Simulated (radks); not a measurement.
Spherical quantum dot in the effective-mass picture: electrons in a hard-walled sphere of radius 1.77, with a point charge +1 (a donor) at the centre, all in effective atomic units (hartree* = m*/eps^2 hartree, bohr* = eps/m* bohr), one dielectric constant everywhere. Calculated with a radial shooting solver with Libxc functionals: non-relativistic Kohn-Sham, LDA (Slater exchange, Perdew-Wang correlation), spin-polarised, spherical densities. Levels are named by radial order and angular momentum (1s, 1p, 1d, 2s, ...), and open shells are averaged over m. Results are scaled to m* = 0.041 and eps = 10.5, for which hartree* = 10.12 meV and bohr* = 13.55 nm.

N = 6, configuration 1s2 1p(up 3, down 1). This is the lowest configuration that the search found. Occupied and some empty levels:

level    occupation  eigenvalue (meV)  <r> (nm)
1s up             1            49.311     11.95
1s down           1            50.633     11.90
1p up             3            65.992     14.50
1p down           1            67.426     14.50
1d up             0            86.122     15.77
1d down           0            87.540     15.78
2s up             0            92.647     11.61
2s down           0            93.633     11.63
1f up             0            110.55     16.63
1f down           0            111.93     16.65

Energy (meV): total 215.770, kinetic 163.39, external -70.372, Hartree 161.80, exchange-correlation -39.049.

Electron density:

r (nm)  n(r) (e/nm^3)
1.77        0.0003572
3.57        0.0003113
5.37        0.0002929
7.17        0.0002877
8.97        0.0002840
10.8        0.0002726
12.6        0.0002477
14.4        0.0002076
16.2        0.0001556
18.0       0.00009971
19.8       0.00005051
21.6       0.00001609
23.4        9.779e-07
